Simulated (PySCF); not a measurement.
A structure optimised at ωB97X-D3(BJ)/def2-SVP, used in a PySCF frequency run:

```xyz
9

N     -1.6691    -1.2192     0.7543
Si    -0.1299    -0.5025     0.6432
N      1.0678    -1.6991     0.5279
F     -0.0356     0.4747     1.9378
Br     0.2203     0.8511    -1.0825
H     -1.9663    -1.9052     0.0696
H     -2.4496    -0.6967     1.1368
H      1.0896    -2.4826     1.1714
H      1.9631    -1.5155     0.0911
```
Charge 0, spin multiplicity 1.

Write its SMILES and formula.

N[Si](N)(F)Br, BrFH4N2Si

What are its rotational constants (standard atomic weights)?

3.7113, 1.5189, 1.4695 GHz
